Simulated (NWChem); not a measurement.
CH₃BF₂S; SMILES CSB(F)F

```xyz
8

B      0.0399    -0.8319     0.0000
F     -0.6753    -1.9559     0.0000
F      1.3720    -0.9296     0.0000
S     -0.8061     0.7616     0.0000
C      0.6231     1.9113     0.0000
H      1.2430     1.7713     0.9045
H      0.2031     2.9338     0.0000
H      1.2430     1.7713    -0.9045
```
Atoms are numbered in this order, from 1.

All runs use the structure optimised with PBE-D3(BJ)/def2-SVP.

Symmetry labels are those of Cs in the frame above (b1 and b2, or b-type labels, depend on it).

**Question.** List the 4 lowest vertical singlet excitations from PBE/def2-SVP, full TDDFT (NWChem).

**Answer.** 
```json
[
 {"state": "S1", "energy (eV)": "6.38", "oscillator strength": "0.000", "symmetry": "a\"", "leading excitation (squared amplitude)": "HOMO → LUMO+1 (0.98)"},
 {"state": "S2", "energy (eV)": "6.63", "oscillator strength": "0.120", "symmetry": "a'", "leading excitation (squared amplitude)": "HOMO → LUMO (0.94)"},
 {"state": "S3", "energy (eV)": "7.40", "oscillator strength": "0.007", "symmetry": "a\"", "leading excitation (squared amplitude)": "HOMO → LUMO+2 (0.98)"},
 {"state": "S4", "energy (eV)": "7.59", "oscillator strength": "0.006", "symmetry": "a\"", "leading excitation (squared amplitude)": "HOMO−1 → LUMO (0.98)"}
]
```
